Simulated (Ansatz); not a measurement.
Relaxation of Zn₈O₈H₂₂ with RKS PBE-D4/def2-SVP.

```sh
$ ansatz run in.yaml --threads 2 --pin off --events-out ev --progress --plain --max-ram 32768MiB --backend cuda --devices 0, --max-vram 18GiB
```

```yaml
crystal:
  periodic: [false, false, false]
  atoms:
    - {symbol: Zn, position_ang: [0.433200, -3.496500, -0.995900]}
    - {symbol: O, position_ang: [0.408400, -3.495200, 0.997700]}
    - {symbol: O, position_ang: [0.419900, -1.622100, -1.659300]}
    - {symbol: Zn, position_ang: [-1.193900, -0.691400, -0.992600]}
    - {symbol: Zn, position_ang: [0.416900, -1.633300, 1.647700]}
    - {symbol: O, position_ang: [-1.189400, -0.691300, 0.986600]}
    - {symbol: O, position_ang: [-1.210100, 1.182200, -1.664700]}
    - {symbol: Zn, position_ang: [-2.828800, 2.144500, -0.985700]}
    - {symbol: Zn, position_ang: [-1.239000, 1.157700, 1.652300]}
    - {symbol: O, position_ang: [-2.831000, 2.128200, 0.994300]}
    - {symbol: Zn, position_ang: [2.086100, -0.708600, -1.006500]}
    - {symbol: O, position_ang: [2.085000, -0.682200, 1.001000]}
    - {symbol: O, position_ang: [2.046600, 1.161300, -1.662300]}
    - {symbol: Zn, position_ang: [0.429600, 2.106600, -1.011100]}
    - {symbol: Zn, position_ang: [2.053300, 1.171900, 1.653500]}
    - {symbol: O, position_ang: [0.429400, 2.125600, 0.983400]}
    - {symbol: H, position_ang: [-0.820500, -4.221400, -1.509400]}
    - {symbol: H, position_ang: [1.673100, -4.223800, -1.521700]}
    - {symbol: H, position_ang: [-0.359000, -3.986800, 1.331400]}
    - {symbol: H, position_ang: [1.227900, -3.989500, 1.313000]}
    - {symbol: H, position_ang: [0.428800, -1.626800, -2.659500]}
    - {symbol: H, position_ang: [-2.472400, -1.414800, -1.521200]}
    - {symbol: H, position_ang: [0.431500, -1.619500, 3.170200]}
    - {symbol: H, position_ang: [-1.994700, -1.135500, 1.313200]}
    - {symbol: H, position_ang: [-1.210500, 1.197400, -2.641000]}
    - {symbol: H, position_ang: [-4.068700, 1.393900, -1.536400]}
    - {symbol: H, position_ang: [-2.826400, 3.570300, -1.502500]}
    - {symbol: H, position_ang: [-1.195500, 1.161600, 3.177000]}
    - {symbol: H, position_ang: [-3.611600, 1.673300, 1.308100]}
    - {symbol: H, position_ang: [-2.824700, 3.055700, 1.324700]}
    - {symbol: H, position_ang: [3.324900, -1.414000, -1.515600]}
    - {symbol: H, position_ang: [2.850600, -1.138000, 1.283900]}
    - {symbol: H, position_ang: [2.052300, 1.186600, -2.666200]}
    - {symbol: H, position_ang: [2.859500, 1.638300, -1.325200]}
    - {symbol: H, position_ang: [0.426100, 3.587000, -1.495900]}
    - {symbol: H, position_ang: [2.060100, 1.172900, 3.172300]}
    - {symbol: H, position_ang: [3.338000, 1.910400, 1.131300]}
    - {symbol: H, position_ang: [0.430100, 3.046100, 1.330500]}
basis:
  gaussian: {orbitals: def2-SVP, fitting: {mean_field: def2-universal-jkfit}}
hamiltonian: {xc: pbe, dispersion: d4}
scf: {lower_state_search: "off"}
output: {orbitals: {seedname: orbitals}}
relax: {f_tol: 0.03, max_steps: 70}
```

It took 4.6 min on 2 threads of AMD EPYC 7R13 on a shared host and a share (18 GiB) of an NVIDIA H100 80GB HBM3, peak host memory 1.1 GiB.

Positions (Å) and forces (eV/Å) at steps 1, 2, 3, 4, 5, 6, 7 of 43:

```xyz
38
step=1 energy=-403946.8442 eV
Zn    0.433   -3.497   -0.996   -0.101   -1.496   -2.337
O     0.408   -3.495    0.998    1.342   -1.299    1.105
O     0.420   -1.622   -1.659    0.476    1.796   -0.641
Zn   -1.194   -0.691   -0.993   -1.810   -0.952   -1.259
Zn    0.417   -1.633    1.648    0.615    1.378    1.645
O    -1.189   -0.691    0.987    0.195    0.109   -0.566
O    -1.210    1.182   -1.665    1.644   -0.605    0.413
Zn   -2.829    2.144   -0.986   -1.351    0.419   -2.514
Zn   -1.239    1.158    1.652    1.675   -0.005    1.597
O    -2.831    2.128    0.994    0.359    1.063    0.610
Zn    2.086   -0.709   -1.006    0.835   -1.857    0.291
O     2.085   -0.682    1.001   -3.069   -0.074   -1.874
O     2.047    1.161   -1.662    0.618    0.432   -1.542
Zn    0.430    2.107   -1.011   -1.122    2.285    0.152
Zn    2.053    1.172    1.653    1.236    1.000    1.163
O     0.429    2.126    0.983   -1.399   -0.381   -0.660
H    -0.821   -4.221   -1.509   -1.326   -0.092    0.234
H     1.673   -4.224   -1.522    1.430   -0.093    0.240
H    -0.359   -3.987    1.331   -0.493   -0.449    0.124
H     1.228   -3.990    1.313   -0.825    0.373   -0.350
H     0.429   -1.627   -2.659   -0.077   -0.317    1.015
H    -2.472   -1.415   -1.521   -0.338   -0.206   -0.028
H     0.431   -1.619    3.170   -0.054   -0.320    0.851
H    -1.995   -1.135    1.313   -0.080   -0.141   -0.098
H    -1.210    1.197   -2.641   -0.334    0.096   -0.034
H    -4.069    1.394   -1.536   -0.594   -1.012    0.311
H    -2.826    3.570   -1.502    0.607    1.444    0.174
H    -1.196    1.162    3.177   -0.326    0.122    0.798
H    -3.612    1.673    1.308   -1.297   -0.339    0.441
H    -2.825    3.056    1.325   -0.270   -0.061    0.003
H     3.325   -1.414   -1.516    0.878   -0.237   -0.428
H     2.851   -1.138    1.284    2.001   -0.976    0.754
H     2.052    1.187   -2.666    0.269    0.120    0.628
H     2.860    1.638   -1.325    0.139    0.101    0.417
H     0.426    3.587   -1.496    0.266    0.368   -0.296
H     2.060    1.173    3.172   -0.327   -0.158    1.146
H     3.338    1.910    1.131    0.434    0.266   -1.308
H     0.430    3.046    1.331    0.176   -0.302   -0.179
38
step=2 energy=-403950.4785 eV
Zn    0.432   -3.571   -1.098   -0.071   -1.422   -1.806
O     0.416   -3.503    0.983    0.440   -0.686    0.758
O     0.427   -1.593   -1.638    0.344    1.205   -0.145
Zn   -1.304   -0.754   -1.059   -1.135   -0.587   -0.786
Zn    0.419   -1.612    1.756    0.408    1.050    1.193
O    -1.169   -0.680    0.952    0.085    0.048   -0.323
O    -1.181    1.173   -1.641    1.159   -0.393    0.209
Zn   -2.891    2.181   -1.089   -1.250    0.508   -1.918
Zn   -1.210    1.152    1.759    1.211   -0.073    1.156
O    -2.831    2.131    0.979   -0.026    0.321    0.586
Zn    2.176   -0.778   -1.043    0.529   -1.400    0.168
O     2.036   -0.680    0.964   -1.206   -0.681   -0.975
O     2.055    1.172   -1.661    0.472    0.309   -0.923
Zn    0.415    2.236   -1.043   -0.911    1.493    0.114
Zn    2.109    1.208    1.701    1.187    0.814    0.924
O     0.410    2.086    0.956   -1.029   -0.257   -0.510
H    -0.967   -4.216   -1.468   -0.445    0.170    0.318
H     1.829   -4.213   -1.475    0.509    0.202    0.340
H    -0.357   -4.008    1.311   -0.100   -0.169   -0.067
H     1.218   -4.000    1.291   -0.318    0.104   -0.193
H     0.430   -1.638   -2.624   -0.044   -0.185    0.419
H    -2.585   -1.482   -1.554   -0.222   -0.138   -0.021
H     0.421   -1.669    3.297   -0.071   -0.309    0.400
H    -1.971   -1.131    1.288    0.043   -0.035   -0.097
H    -1.220    1.202   -2.619   -0.210    0.056    0.080
H    -4.133    1.268   -1.488   -0.024   -0.415    0.361
H    -2.744    3.703   -1.462    0.421    0.432    0.311
H    -1.246    1.179    3.301   -0.321    0.098    0.377
H    -3.640    1.686    1.294   -0.422    0.068    0.061
H    -2.841    3.060    1.305   -0.207   -0.037   -0.040
H     3.451   -1.445   -1.577    0.493   -0.002   -0.267
H     2.832   -1.135    1.276    0.442   -0.062    0.229
H     2.114    1.224   -2.654    0.218    0.104    0.538
H     2.855    1.640   -1.269   -0.071   -0.028    0.362
H     0.469    3.702   -1.561    0.260    0.204   -0.216
H     2.026    1.160    3.259   -0.237   -0.116    0.381
H     3.353    1.923    0.938   -0.041   -0.009   -0.925
H     0.433    3.001    1.312    0.142   -0.180   -0.074
38
step=3 energy=-403952.7346 eV
Zn    0.425   -3.666   -1.239   -0.002   -0.811   -0.696
O     0.424   -3.500    0.985   -0.094   -0.185    0.346
O     0.434   -1.547   -1.624    0.092    0.386   -0.024
Zn   -1.400   -0.809   -1.123   -0.230   -0.108   -0.227
Zn    0.431   -1.548    1.868    0.160    0.532    0.466
O    -1.149   -0.667    0.916    0.016   -0.004    0.018
O    -1.134    1.153   -1.622    0.365   -0.120   -0.099
Zn   -2.974    2.219   -1.234   -0.671    0.380   -0.739
Zn   -1.137    1.135    1.869    0.561   -0.096    0.481
O    -2.820    2.125    0.979   -0.148    0.035    0.378
Zn    2.245   -0.885   -1.061    0.134   -0.697   -0.031
O     1.988   -0.699    0.920   -0.155   -0.492   -0.164
O     2.049    1.173   -1.648    0.297    0.197   -0.148
Zn    0.359    2.366   -1.055   -0.536    0.506   -0.004
Zn    2.199    1.258    1.746    0.711    0.453    0.183
O     0.377    2.057    0.926   -0.418    0.042   -0.131
H    -1.065   -4.203   -1.424   -0.034    0.186    0.150
H     1.930   -4.186   -1.424    0.033    0.244    0.177
H    -0.353   -4.020    1.292    0.109    0.001   -0.133
H     1.212   -4.009    1.275   -0.009   -0.059   -0.082
H     0.431   -1.640   -2.599   -0.001   -0.022    0.068
H    -2.671   -1.533   -1.579   -0.309   -0.187   -0.087
H     0.405   -1.728    3.401   -0.074   -0.231    0.237
H    -1.945   -1.123    1.266    0.113    0.041   -0.089
H    -1.225    1.203   -2.598   -0.008    0.000    0.157
H    -4.170    1.182   -1.441    0.141   -0.105    0.165
H    -2.672    3.780   -1.412    0.221   -0.086    0.171
H    -1.308    1.196    3.403   -0.247    0.054    0.221
H    -3.656    1.703    1.281    0.027    0.146   -0.102
H    -2.856    3.058    1.289   -0.100   -0.075   -0.100
H     3.559   -1.451   -1.634    0.317    0.069   -0.165
H     2.806   -1.111    1.277   -0.170    0.176   -0.003
H     2.171    1.255   -2.622    0.207    0.111    0.226
H     2.827    1.625   -1.187   -0.230   -0.128    0.250
H     0.521    3.792   -1.618    0.232    0.238   -0.175
H     1.993    1.143    3.309   -0.103   -0.056   -0.034
H     3.343    1.921    0.743   -0.259   -0.142   -0.431
H     0.442    2.963    1.301    0.062   -0.195   -0.032
38
step=4 energy=-403953.5694 eV
Zn    0.425   -3.753   -1.340    0.078   -0.301   -0.104
O     0.407   -3.479    0.992   -0.047    0.033    0.132
O     0.415   -1.537   -1.627   -0.016   -0.014   -0.125
Zn   -1.440   -0.831   -1.114   -0.005    0.013   -0.025
Zn    0.461   -1.491    1.975    0.078    0.177    0.157
O    -1.120   -0.653    0.948    0.059    0.025    0.111
O    -1.133    1.131   -1.624   -0.015   -0.008   -0.154
Zn   -3.035    2.275   -1.332   -0.230    0.181   -0.125
Zn   -1.068    1.132    1.974    0.195   -0.017    0.163
O    -2.815    2.089    0.990    0.010   -0.030    0.160
Zn    2.265   -1.000   -1.086    0.050   -0.217   -0.162
O     1.976   -0.744    0.897   -0.045   -0.267   -0.061
O     2.056    1.179   -1.556   -0.045   -0.013   -0.105
Zn    0.269    2.449   -1.082   -0.165    0.171   -0.160
Zn    2.261    1.299    1.678    0.099    0.069   -0.020
O     0.335    2.073    0.900   -0.210    0.067   -0.052
H    -1.080   -4.238   -1.469    0.072    0.104    0.023
H     1.991   -4.103   -1.369   -0.117    0.167    0.058
H    -0.375   -4.002    1.275    0.124   -0.037   -0.056
H     1.194   -4.007    1.248   -0.096   -0.053   -0.068
H     0.398   -1.627   -2.603    0.012    0.052    0.072
H    -2.738   -1.573   -1.528   -0.093   -0.060    0.016
H     0.389   -1.804    3.497   -0.038   -0.104    0.014
H    -1.912   -1.113    1.298    0.078    0.041   -0.034
H    -1.230    1.163   -2.600    0.061   -0.012    0.110
H    -4.207    1.206   -1.438    0.123    0.025    0.025
H    -2.547    3.800   -1.395    0.083   -0.188    0.062
H    -1.383    1.223    3.496   -0.110    0.024    0.010
H    -3.658    1.658    1.247    0.026    0.108   -0.069
H    -2.886    3.020    1.293   -0.087   -0.055   -0.062
H     3.620   -1.377   -1.759    0.062    0.058    0.002
H     2.805   -1.106    1.276   -0.056    0.063    0.067
H     2.291    1.325   -2.495    0.144    0.080    0.020
H     2.783    1.602   -0.993   -0.140   -0.082    0.436
H     0.625    3.809   -1.756    0.091    0.022    0.000
H     1.978    1.140    3.207   -0.090   -0.048    0.125
H     3.273    1.881    0.587    0.140    0.090   -0.438
H     0.445    2.966    1.286    0.021   -0.063    0.058
38
step=5 energy=-403953.8310 eV
Zn    0.438   -3.757   -1.370    0.047   -0.169   -0.020
O     0.377   -3.478    0.989    0.035   -0.107    0.095
O     0.387   -1.541   -1.635   -0.027   -0.029   -0.132
Zn   -1.445   -0.837   -1.045    0.008    0.020    0.037
Zn    0.532   -1.492    2.015   -0.014    0.113    0.121
O    -1.059   -0.619    1.012    0.060    0.038    0.131
O    -1.150    1.105   -1.632   -0.037   -0.032   -0.143
Zn   -3.029    2.289   -1.358   -0.114    0.125   -0.027
Zn   -1.034    1.193    2.014    0.106   -0.085    0.125
O    -2.824    2.075    0.988   -0.032    0.036    0.095
Zn    2.259   -1.047   -1.141    0.041   -0.176   -0.084
O     2.003   -0.789    0.861   -0.002   -0.107   -0.044
O     2.039    1.171   -1.548   -0.077   -0.048   -0.210
Zn    0.223    2.467   -1.141   -0.139    0.147   -0.102
Zn    2.210    1.274    1.642    0.028    0.021    0.029
O     0.309    2.120    0.862   -0.079    0.027   -0.037
H    -1.037   -4.263   -1.644    0.143    0.069   -0.004
H     2.028   -3.988   -1.228   -0.157    0.087    0.055
H    -0.374   -3.998    1.350    0.149   -0.025   -0.045
H     1.180   -4.037    1.112   -0.225    0.109   -0.084
H     0.336   -1.602   -2.611   -0.006    0.054    0.044
H    -2.771   -1.601   -1.341   -0.033   -0.020    0.049
H     0.444   -1.896    3.520   -0.017   -0.050   -0.026
H    -1.849   -1.082    1.364    0.105    0.061   -0.015
H    -1.239    1.093   -2.608    0.050   -0.020    0.066
H    -4.217    1.262   -1.557    0.103    0.062   -0.007
H    -2.419    3.773   -1.297    0.010   -0.163    0.048
H    -1.427    1.310    3.519   -0.056    0.021   -0.031
H    -3.659    1.652    1.282    0.018    0.085   -0.037
H    -2.920    3.028    1.209   -0.026   -0.137   -0.073
H     3.617   -1.396   -1.823    0.048    0.078   -0.009
H     2.849   -1.087    1.255   -0.038   -0.009   -0.017
H     2.423    1.398   -2.423    0.014    0.011    0.190
H     2.676    1.547   -0.851    0.058    0.021    0.419
H     0.618    3.813   -1.824    0.096    0.001   -0.006
H     1.808    1.046    3.158   -0.012   -0.006   -0.098
H     3.255    1.876    0.568   -0.002    0.010   -0.234
H     0.477    2.999    1.258   -0.026   -0.011   -0.017
38
step=6 energy=-403953.9860 eV
Zn    0.443   -3.766   -1.373   -0.008   -0.025   -0.039
O     0.347   -3.469    0.995    0.109   -0.164    0.095
O     0.374   -1.550   -1.662    0.010   -0.068   -0.081
Zn   -1.435   -0.830   -1.015    0.004    0.017    0.018
Zn    0.558   -1.481    2.047   -0.017    0.013    0.054
O    -1.017   -0.596    1.042    0.062    0.049    0.079
O    -1.163    1.099   -1.658   -0.039    0.005   -0.077
Zn   -3.035    2.299   -1.360   -0.006    0.016   -0.032
Zn   -1.005    1.208    2.047    0.027   -0.030    0.059
O    -2.827    2.052    0.996   -0.023    0.070    0.044
Zn    2.260   -1.101   -1.176    0.039    0.027   -0.114
O     2.007   -0.829    0.834    0.035   -0.025    0.051
O     2.020    1.159   -1.475   -0.060   -0.049   -0.768
Zn    0.177    2.499   -1.178    0.034    0.051   -0.126
Zn    2.196    1.267    1.569   -0.093   -0.044    0.121
O     0.279    2.143    0.833   -0.005    0.020    0.059
H    -1.012   -4.273   -1.710    0.122    0.012   -0.023
H     2.029   -3.951   -1.148   -0.118    0.069    0.071
H    -0.361   -4.021    1.391    0.147    0.014   -0.051
H     1.171   -4.016    1.030   -0.268    0.166   -0.071
H     0.307   -1.582   -2.638   -0.019    0.033    0.036
H    -2.776   -1.603   -1.255    0.025    0.012    0.076
H     0.450   -1.930    3.539    0.014   -0.001   -0.042
H    -1.808   -1.058    1.390    0.045    0.023    0.004
H    -1.235    1.061   -2.633    0.021   -0.023    0.036
H    -4.216    1.282   -1.604    0.045    0.073   -0.016
H    -2.376    3.755   -1.242    0.016   -0.110    0.056
H    -1.455    1.339    3.536    0.006    0.020   -0.045
H    -3.669    1.655    1.301    0.006    0.047   -0.011
H    -2.918    3.017    1.163   -0.001   -0.136   -0.057
H     3.643   -1.355   -1.858   -0.018    0.016    0.015
H     2.858   -1.106    1.233   -0.026   -0.027   -0.036
H     2.501    1.443   -2.295   -0.240   -0.141    0.567
H     2.594    1.493   -0.683    0.134    0.090    0.167
H     0.672    3.818   -1.858    0.008   -0.035    0.021
H     1.781    1.032    3.085    0.012    0.005   -0.121
H     3.210    1.859    0.454    0.053    0.024    0.114
H     0.467    3.017    1.234   -0.035    0.007   -0.033
38
step=7 energy=-403954.0857 eV
Zn    0.436   -3.756   -1.402    0.008    0.042    0.111
O     0.327   -3.455    0.979    0.034   -0.316    0.222
O     0.364   -1.553   -1.683   -0.030   -0.101   -0.130
Zn   -1.418   -0.821   -0.968   -0.015    0.010    0.055
Zn    0.595   -1.483    2.071   -0.020   -0.054    0.031
O    -0.966   -0.564    1.083    0.045    0.053    0.030
O    -1.164    1.088   -1.680   -0.079   -0.028   -0.111
Zn   -3.019    2.295   -1.387    0.063    0.006    0.119
Zn   -0.984    1.244    2.071   -0.012   -0.015    0.045
O    -2.828    2.030    0.982   -0.081    0.066    0.071
Zn    2.260   -1.122   -1.218    0.029    0.015    0.031
O     2.020   -0.862    0.809    0.029    0.044    0.056
O     1.969    1.131   -1.480    0.335    0.184   -0.047
Zn    0.157    2.515   -1.221   -0.008    0.063   -0.001
Zn    2.134    1.233    1.574   -0.045   -0.036    0.064
O     0.258    2.175    0.806    0.049   -0.008    0.073
H    -0.977   -4.316   -1.819    0.189    0.019   -0.063
H     2.005   -3.857   -0.977   -0.121   -0.004   -0.053
H    -0.319   -4.052    1.423    0.229    0.136   -0.100
H     1.173   -3.974    0.903   -0.337    0.266   -0.112
H     0.272   -1.553   -2.658   -0.027    0.043    0.050
H    -2.775   -1.605   -1.110    0.075    0.041    0.060
H     0.490   -1.965    3.553    0.025    0.011   -0.046
H    -1.757   -1.026    1.430    0.007   -0.004    0.005
H    -1.223    1.016   -2.654    0.022   -0.037    0.037
H    -4.232    1.333   -1.671    0.058    0.100   -0.074
H    -2.285    3.706   -1.120   -0.022   -0.089   -0.035
H    -1.464    1.401    3.549    0.020    0.027   -0.053
H    -3.676    1.663    1.310    0.038    0.039    0.003
H    -2.912    3.006    1.084    0.038   -0.175   -0.078
H     3.652   -1.348   -1.894   -0.034    0.008   -0.007
H     2.877   -1.130    1.201   -0.012   -0.020   -0.066
H     2.508    1.448   -2.249   -0.251   -0.143    0.501
H     2.505    1.450   -0.627   -0.030   -0.038   -0.376
H     0.691    3.822   -1.895    0.002   -0.049    0.003
H     1.686    0.974    3.079   -0.028   -0.010   -0.145
H     3.197    1.844    0.506   -0.120   -0.059   -0.004
H     0.458    3.048    1.200   -0.023    0.013   -0.066
```

Single mean-field runs in def2-SVP are fitted with def2-universal-jkfit.
